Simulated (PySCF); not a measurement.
SMILES [SiH2]Cl (H2ClSi), doublet (CAM-B3LYP/def2-SVP optimised geometry):

```
4

Si    -0.408    -0.629     0.000
Cl    -1.083     1.326     0.000
H     -0.935    -1.326    -1.208
H      1.083    -0.629     0.000
```

Level of theory: unrestricted CAM-B3LYP/def2-TZVP (PySCF).

### Question
What are the frontier orbital energies (α orbitals alone; a β orbital can be the lowest empty one) and the dipole moment?

### Answer
HOMO-2 -11.40 eV, HOMO-1 -10.53 eV, HOMO -7.77 eV, LUMO 0.84 eV, LUMO+1 2.14 eV; dipole moment 1.24 D.

On the same geometry unrestricted PBE/def2-TZVP run with PySCF gives HOMO-2 -8.57 eV, HOMO-1 -7.80 eV, HOMO -5.40 eV, LUMO -1.16 eV, LUMO+1 0.19 eV; dipole moment 1.02 D.

Meta-Löwdin charges at CAM-B3LYP/def2-TZVP: Si1 0.43, Cl2 -0.28, H3 -0.08, H4 -0.08.
